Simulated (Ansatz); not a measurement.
Isolated molecules relaxed with PBE0-D4/def2-TZVP in Ansatz; ΔE leaves out vibrations. CCSD(T)/CBS is the MP2 limit (def2-TZVPP, def2-QZVPP) plus CCSD(T) − MP2 in def2-TZVPP, frozen cores. Functionals use def2-TZVPP. B3LYP here is the variant with VWN-RPA as its local correlation; programs differ in this. def2 core potentials past Kr. For Br, Sn outer-core shells are correlated without core-valence functions, which leaves a few kJ/mol of doubt a bond. Scalar relativity is left out up to krypton. One conformer a species, not always the lowest.

Reaction (formal exchange of groups at the Sn–Si bond): `FC[SiH2][SnH2][F]` + `FBr` → `[F][SnH2][F]` + `FC[SiH2]Br`

CCSD(T)/CBS gives -3.94 eV.

Problem. Another level gave -3.88 eV. Which?
A. SCS-MP2/def2-TZVPP
B. r2SCAN/def2-TZVPP
C. ωB97M-V/def2-TZVPP
D. B3LYP/def2-TZVPP

Solution. B. r2SCAN -3.88, ωB97M-V -3.83, SCS-MP2/def2-TZVPP -3.98, B3LYP -3.74 eV.

Largest T1 diagnostic among the species: 0.014.

In def2-TZVPP, CCSD(T) changes the Hartree–Fock value by +0.36 eV (the triples alone add +0.05 eV) and MP2 by +0.14 eV. The D4 term adds +0.03 eV with B3LYP and +0.02 eV with PBE0; it sums over pairs of atoms, weighted by their polarisabilities, and B3LYP, whose exchange is more repulsive, gets the larger term.
